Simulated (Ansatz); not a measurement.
The inner images of a band of BClFHO (5 atoms, charge 0, multiplicity 1) are given out of order.

Level of theory: UKS B3LYP-D4/def2-SVP in Ansatz.

Initial state:

```xyz
5
Properties=species:S:1:pos:R:3
B -0.138 -0.047 0.357
Cl 1.140 -1.278 0.452
O -0.350 0.688 -0.746
H 0.252 0.486 -1.473
F -0.905 0.149 1.411
```

Final state:

```xyz
5
Properties=species:S:1:pos:R:3
B -0.862 0.571 0.466
Cl 1.657 -1.320 -0.442
O -0.624 0.907 -0.672
H 0.960 -0.390 -1.023
F -1.130 0.231 1.672
```

Q: Put them in order from the first end to the last, with their energies above the first end.
A.
```xyz
5
Properties=species:S:1:pos:R:3
B -0.486 0.285 0.338
Cl 1.261 -1.113 -0.112
O -0.448 0.807 -0.799
H 0.614 -0.101 -0.958
F -0.940 0.122 1.532
```
B.
```xyz
5
Properties=species:S:1:pos:R:3
B -0.605 0.390 0.346
Cl 1.328 -1.144 -0.177
O -0.518 0.862 -0.780
H 0.723 -0.210 -0.942
F -0.929 0.102 1.553
```
C.
```xyz
5
Properties=species:S:1:pos:R:3
B -0.192 0.000 0.363
Cl 1.141 -1.198 0.287
O -0.359 0.706 -0.764
H 0.339 0.335 -1.327
F -0.928 0.157 1.441
```
D.
```xyz
5
Properties=species:S:1:pos:R:3
B -0.720 0.486 0.374
Cl 1.430 -1.210 -0.241
O -0.592 0.919 -0.754
H 0.820 -0.295 -0.955
F -0.939 0.100 1.575
```
E.
```xyz
5
Properties=species:S:1:pos:R:3
B -0.808 0.544 0.419
Cl 1.545 -1.276 -0.320
O -0.650 0.950 -0.712
H 0.920 -0.362 -1.005
F -1.007 0.143 1.618
```
F.
```xyz
5
Properties=species:S:1:pos:R:3
B -0.373 0.175 0.349
Cl 1.215 -1.121 -0.009
O -0.375 0.749 -0.817
H 0.486 0.051 -1.030
F -0.953 0.147 1.507
```
G.
```xyz
5
Properties=species:S:1:pos:R:3
B -0.263 0.068 0.360
Cl 1.162 -1.140 0.129
O -0.356 0.721 -0.798
H 0.405 0.192 -1.163
F -0.948 0.159 1.471
```

A: C (+0.15 eV), G (+0.68 eV), F (+1.71 eV), A (+2.34 eV), B (+2.13 eV), D (+1.92 eV), E (+1.85 eV).

Time of the run: 110 s on 2 threads of Intel(R) Xeon(R) Platinum 8488C (Sapphire Rapids) (shared host), peak memory 0.17 GiB.
